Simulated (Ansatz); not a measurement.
Diatomic RuSe, multiplicity 7 (lowest of 2S+1 = 1, 3, 5, 7 at CCSD(T)/def2-TZVPP on PBE0 minima; our sources give no spin for the ground state, which may be another). No spin–orbit coupling. Se is treated without relativity.

The constants come from a fifth-degree fit in 1/R (seven points, main isotopes). In def2 and cc sets the state is the lowest found near the PBE0 minimum, followed along R.

Correlated levels freeze the inner cores; with def2 sets outer-core shells near the valence are correlated too.

The values were computed with Ansatz (a quantum-chemistry and plane-wave program) with Gaussian orbitals.  In def2 rows elements past Kr take small-core potentials, without spin–orbit coupling.

Task: What bond length and harmonic frequency does r2SCAN/def2-TZVPP give?

Result: r_e = 2.324 Å, ω_e = 294 cm⁻¹.

Task: What bond length and harmonic frequency does CAM-B3LYP/def2-TZVPP give?

Result: r_e = 2.323 Å, ω_e = 291 cm⁻¹.

Task: What bond length and harmonic frequency does CCSD(T)/def2-TZVPP give?

Result: r_e = 2.317 Å, ω_e = 296 cm⁻¹.
